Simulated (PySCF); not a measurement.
C₂H₄ClFSi₂, SMILES C#C[Si@H](F)[SiH2]Cl.

The structure is a stationary point at PBE-D3(BJ)/def2-SVP. The structure was generated by enumeration; whether it is a known compound was not checked. The values are those of a single conformer.

Level of theory: TDDFT-CAM-B3LYP/def2-SVPD in PySCF 2.14.0.

Vertical excitations. Isolated molecule, no solvent.

```tsv
state	energy (eV)	λ (nm)	f	main pairs
S1	5.35	232	0.005	HOMO→LUMO 63 %, HOMO−2→LUMO 12 %
S2	5.86	212	0.002	HOMO−1→LUMO 39 %, HOMO→LUMO+1 13 %, HOMO→LUMO+2 12 %, HOMO−1→LUMO+1 9 %
S3	6.07	204	0.007	HOMO−1→LUMO+2 44 %, HOMO−1→LUMO+1 18 %, HOMO−2→LUMO+2 11 %
S4	6.20	200	0.020	HOMO→LUMO+1 36 %, HOMO−2→LUMO 22 %, HOMO→LUMO 14 %, HOMO→LUMO+2 11 %
S5	6.57	189	0.023	HOMO→LUMO+1 30 %, HOMO−2→LUMO 27 %, HOMO−2→LUMO+1 10 %, HOMO→LUMO 8 %
S6	6.96	178	0.009	HOMO−3→LUMO+1 51 %, HOMO−3→LUMO 34 %
S7	7.33	169	0.305	HOMO→LUMO+2 60 %, HOMO−2→LUMO+2 10 %
S8	7.52	165	0.033	HOMO−2→LUMO+1 30 %, HOMO−1→LUMO+1 17 %, HOMO−1→LUMO 7 %, HOMO−3→LUMO 7 %
S9	7.67	162	0.046	HOMO−3→LUMO 47 %, HOMO−3→LUMO+1 36 %
S10	7.76	160	0.015	HOMO→LUMO+3 37 %, HOMO−1→LUMO+1 23 %, HOMO−2→LUMO+2 11 %, HOMO−1→LUMO 9 %
T1	4.61	269	0	HOMO−1→LUMO 30 %, HOMO−2→LUMO 8 %, HOMO→LUMO+2 8 %, HOMO→LUMO+1 7 %
T2	4.89	254	0	HOMO→LUMO 54 %, HOMO−1→LUMO+2 11 %, HOMO−1→LUMO 9 %
T3	5.07	245	0	HOMO−1→LUMO 22 %, HOMO→LUMO+2 19 %, HOMO−2→LUMO+2 15 %, HOMO→LUMO+1 14 %
T4	5.48	226	0	HOMO→LUMO 24 %, HOMO→LUMO+1 22 %, HOMO−2→LUMO 15 %, HOMO−1→LUMO+2 13 %
```
Triplets are in the Tamm–Dancoff approximation, which puts them higher than full response would, so one can lie above its singlet here.
